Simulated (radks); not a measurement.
Task: Pm II, configuration [Xe] 4f5 6s1. All-electron calculation, scalar-relativistic Kohn-Sham, PBE, spin-polarised, spherical densities, finite nucleus; open shells are filled with parallel spins first (spin-orbit coupling, left out, can overturn this in heavy ions); Fermi nuclear charge, rms radius 4.962 fm. Program: a radial shooting solver on a logarithmic mesh with Libxc functionals. Some entries of the table are withheld. Estimate them.

| orbital | occ. | eigenvalue (hartree) | <r> (bohr) | <1/r> (bohr^-1) |
|---|---|---|---|---|
| 1s up | 1 | -1654.569 | 0.02318 | 67.42 |
| 1s down | 1 | -1654.568 | 0.02318 | 67.42 |
| 2s up | 1 | -269.1799 | 0.09896 | 15.59 |
| 2s down | 1 | -269.1792 | 0.09896 | 15.59 |
| 2p up | 3 | -240.4216 | 0.08711 | 14.67 |
| 2p down | 3 | -240.4210 | 0.08710 | 14.67 |
| 3s up | 1 | -58.87141 | 0.2606 | 5.693 |
| 3s down | 1 | -58.81869 | 0.2604 | 5.697 |
| 3p up | 3 | -49.83926 | 0.2589 | 5.373 |
| 3p down | 3 | -49.78681 | 0.2587 | 5.377 |
| 3d up | 5 | -37.45082 | 0.2363 | 5.099 |
| 3d down | 5 | -37.41037 | 0.2361 | 5.103 |
| 4s up | 1 | -11.92113 | 0.5931 | 2.386 |
| 4s down | 1 | -11.78305 | 0.5929 | 2.386 |
| 4p up | 3 | -8.95833 | 0.6281 | 2.196 |
| 4p down | 3 | -8.81957 | 0.6278 | 2.197 |
| 4d up | 5 | -4.77290 | 0.6886 | 1.923 |
| 4d down | 5 | -4.63339 | 0.6888 | 1.923 |
| 5s up | 1 | -1.79063 | 1.435 | 0.9225 |
| 5s down | 1 | -1.70322 | 1.452 | 0.9086 |
| 5p up | 3 | -1.07846 | 1.682 | 0.7767 |
| 5p down | 3 | -1.00946 | 1.707 | 0.7621 |
| 4f up | 5 | (1) | 1.034 | 1.316 |
| 6s up | 1 | -0.31908 | (2) | 0.3209 |
| 5d up | 0 | -0.28189 | 2.817 | 0.4620 |
| 5d down | 0 | -0.23725 | 2.832 | 0.4558 |
| 4f down | 0 | (3) | 1.108 | 1.270 |
| 6p up | 0 | -0.20411 | 4.959 | 0.2517 |

Result: 
(1) 4f up eigenvalue (hartree): -0.33829
(2) 6s up <r> (bohr): 3.914
(3) 4f down eigenvalue (hartree): -0.21662
